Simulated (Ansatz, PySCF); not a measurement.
GeCl₂, SMILES [Cl][Ge][Cl] (connectivity only; charge and spin as stated), neutral, multiplicity 1.

The structure is a stationary point at PBE0-D3(BJ)/def2-TZVP. The isomer is the one that the SMILES or the coordinates give; other isomers of the formula were not compared.

Vertical ionisation energy (IE) and electron affinity (EA) in eV. Rows of orbital energies are one-electron estimates. Where ΔSCF, EOM or ADC give a negative EA the extra electron is unbound and the value depends on the basis.

```csv
level,IE,EA
"−ε(HOMO), −ε(LUMO), ωB97X/def2-TZVPD (PySCF)",10.36,1.15
"−ε(HOMO), −ε(LUMO), PBE/def2-TZVPD (PySCF)",7.07,3.86
ADC(2)/aug-cc-pVDZ (PySCF),9.95,1.29
"ΔSCF, PBE0/def2-TZVPD (Ansatz), final states of multiplicity 2 and 2",(withheld),(withheld)
"ΔSCF, PBE/def2-TZVPD (Ansatz), final states of multiplicity 2 and 2",10.12,1.10
```

Question: Complete the blanks. (The exact figures need the calculation; the answer reports its results.)

Answer: 
- ΔSCF, PBE0/def2-TZVPD (Ansatz, a first-principles code), final states of multiplicity 2 and 2, IE: 10.30
- ΔSCF, PBE0/def2-TZVPD (Ansatz), final states of multiplicity 2 and 2, EA: 1.23

Question: What vertical singlet–triplet gap does ΔSCF give with PBE0/def2-TZVPD (Ansatz) and with PBE/def2-TZVPD (Ansatz)? (Estimate from the structure and the level; the computed values follow.)

Answer: 2.72 and 2.80 eV (triplet above singlet where positive).

Question: Beyond the first one, list the lowest photoelectron lines from ADC(2)/aug-cc-pVDZ run with PySCF with their pole strengths (two spins summed). (The exact figures need the calculation; the answer reports its results.)

Answer: 10.79 eV (1.77), 11.25 eV (1.77), 12.03 eV (1.77), 12.18 eV (1.76), 13.13 eV (1.77).
